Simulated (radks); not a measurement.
Values are calculated unless marked as measured or tabulated.
Initial-state core-level shifts of the iodine ion I3+ when its valence configuration changes from [Kr] 4d10 5s2 5p2. Code: a radial shooting solver on a logarithmic mesh with Libxc functionals. Model: scalar-relativistic Kohn-Sham, r2SCAN, spin-unpolarised, spherical densities, finite nucleus; meta-GGA in the generalised Kohn-Sham scheme; Fermi nuclear charge, rms radius 4.75 fm. Shifts are changes of the shell-averaged eigenvalues in eV (positive: less bound); the change of the density at the nucleus, which sets a Mossbauer isomer shift, is in e/bohr^3, on a base of 2.569e+05.

[
 {"valence": "4d9 5s2 5p3", "1s": "-10.290", "2s": "-10.798", "2p": "-10.803", "3s": "-10.286", "density at nucleus": "+26.95"},
 {"valence": "4d10 5s1 5p3", "1s": "-1.432", "2s": "-1.398", "2p": "-1.397", "3s": "-1.418", "density at nucleus": "-83.82"},
 {"valence": "4d9 5p5", "1s": "-13.020", "2s": "-13.470", "2p": "-13.472", "3s": "-12.995", "density at nucleus": "-154.05"},
 {"valence": "4d9.5 5s2 5p2.5", "1s": "-5.122", "2s": "-5.370", "2p": "-5.373", "3s": "-5.124", "density at nucleus": "+13.28"},
 {"valence": "4d8.5 5s0.5 5p5", "1s": "-17.521", "2s": "-18.260", "2p": "-18.266", "3s": "-17.488", "density at nucleus": "-99.06"},
 {"valence": "4d8 5s2 5p4", "1s": "-20.768", "2s": "-21.828", "2p": "-21.842", "3s": "-20.721", "density at nucleus": "+55.35"},
 {"valence": "4d8 5s1 5p5", "1s": "-22.091", "2s": "-23.128", "2p": "-23.139", "3s": "-22.038", "density at nucleus": "-40.88"},
 {"valence": "4d7.5 5s0.5 5p6", "1s": "-28.022", "2s": "-29.344", "2p": "-29.359", "3s": "-27.934", "density at nucleus": "-79.40"},
 {"valence": "4d10 5s1.5 5p2.5", "1s": "-0.719", "2s": "-0.702", "2p": "-0.701", "3s": "-0.712", "density at nucleus": "-41.80"}
]
